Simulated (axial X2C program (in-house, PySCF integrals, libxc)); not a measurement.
**KS⁺: a run with one poor setting**

Computed with an axial X2C code built on PySCF integrals. Two-component (2c) means X2C with spin–orbit coupling and atomic mean-field two-electron Coulomb and Gaunt terms. Basis: K dyall-v3z [11s12p4d2f], S dyall-v3z [8s7p2d1f] (cores contracted in-house); Gaussian nuclei, density fitting, unrestricted open shells. Masses: K 38.964 u, S 31.972 u.

One setting of this run was spoiled on purpose, so its numbers are not properties of KS⁺. Level: PBE0, 2c; state Ω = 1 (⟨Sz⟩ = 1.00, ⟨Lz⟩ = 0.00 at PBE0).

```csv
R (Å),E − E(lowest point) (eV),SCF iterations
2.917,0.1244,7
3.051,0.0462,7
3.152,0.0158,7
3.252,0.0021,7
3.353,0.0000,2
3.470,0.0077,6
3.588,0.0221,6
3.739,0.0461,6
3.923,0.0782,6
4.191,0.1228,7
```

Fit: Re 3.323 Å, ωe 117.2 cm⁻¹, residual 0.48 microhartree, De 0.33 eV.

Output at the reference distance:

```
two-component X2C + atomic mean field  PBE0
basis functions 127  fitting functions 427  grid points 5086
iter        total energy     max residual
   1      -1000.830042008     6.91e-05
   2      -1000.830042010     6.21e-06
converged
one-electron -1467.36810141  Coulomb 477.69686361  exact exchange -14.46937756  xc functional -44.49323671  nuclear repulsion 47.97789207  atomic mean-field constant -0.17408203
```

**Question.** Which setting was spoiled?
A. integration grid too coarse
B. too few iterations allowed
C. virtual space cut too low
D. density fitting set too sparse
E. an excited determinant was followed

**Answer.** D. Density fitting set too sparse: ratio 3 between fitting exponents against the usual 2.
